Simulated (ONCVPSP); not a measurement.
What the settings do to the ONCV potential of tin (Sn)

Base potential:

* Element: tin
* Generator: ONCVPSP 4.0.1
* Type: optimised norm-conserving Vanderbilt (ONCV)
* Functional: BLYP
* Relativity: scalar-relativistic
* Frozen core: [Kr]
* Valence charge: 14
* Reference configuration: 4d10 5s2 5p2
* Partial waves: 5s: rc 1.80 bohr, ncon 3, nbas 7, qcut 2.9 1/bohr, 1 projector; 5p: rc 2.70 bohr, ncon 3, nbas 6, qcut 2.6 1/bohr, 2 projectors, debl 3 Ha; 4d: rc 1.45 bohr, ncon 4, nbas 8, qcut 9.2 1/bohr, 1 projector
* Local potential: polynomial inside 1.15 bohr (lpopt 5, dvloc0 2 Ha)
* Core correction: none

Cutoffs, loose and tight: the cutoffs (Ha) at which the residual kinetic energy of the hardest occupied pseudo-wave falls to 1 and 0.1 mHa per electron. They do not see the model core or the augmentation charge, which bear on the density cutoff. Test errors are all-electron minus pseudo excitation energies from the reference, over the configurations 4d10 5s2 5p1; 4d10 5s2 5p0; 4d10 5s1 5p0; 4d9 5s2 5p3. A dash means not determined; rows that change the core or the reference have their own tests.

A true bound ghost makes a file unfit for plane-wave use even where its test errors are small: the radial tests pick states by their node count and pass the ghost by.

```tsv
change	outcome	cutoff, loose	cutoff, tight	bound ghosts	GHOST(+) flags above zero	largest test error (meV)
base	generated	36 Ha	41 Ha	s	p	-94
s: rc 1.7	generated	36 Ha	41 Ha	s	p	-96
d: qcut 10.8	generated	41 Ha	47 Ha	s	p	-101
s: qcut 2.2; p: qcut 2; d: qcut 7	generated	96 Ha	116 Ha	s	p	-54
functional PBE	generated	36 Ha	40 Ha	s	p	-102
d: rc 1.46	generated	36 Ha	40 Ha	s	p	-93
core [Ar] 3d10, valence charge 22; reference 4s2 4p6 4d10 5s2 5p2; waves now 4s+5s: rc 1.35 bohr, ncon 4, nbas 7, qcut 11.4 1/bohr, 3 projectors, debl 1.8 Ha; 4p+5p: rc 1.75 bohr, ncon 3, nbas 6, qcut 9.1 1/bohr, 2 projectors; 4d: rc 1.35 bohr, ncon 5, nbas 9, qcut 11.8 1/bohr, local; local potential the d channel	generated	45 Ha	53 Ha	none	s	-12
```

Problem. What comes out with this change to the base: all radii scaled by about 1.16 (s 2.08, p 3.12, d 1.68 bohr); local potential polynomial inside 1.32 bohr (lpopt 5, dvloc0 2 Ha)?

Solution. outcome: generated; cutoff, loose: 32 Ha; cutoff, tight: 37 Ha; bound ghosts: s; GHOST(+) flags above zero: p; largest test error (meV): -70.
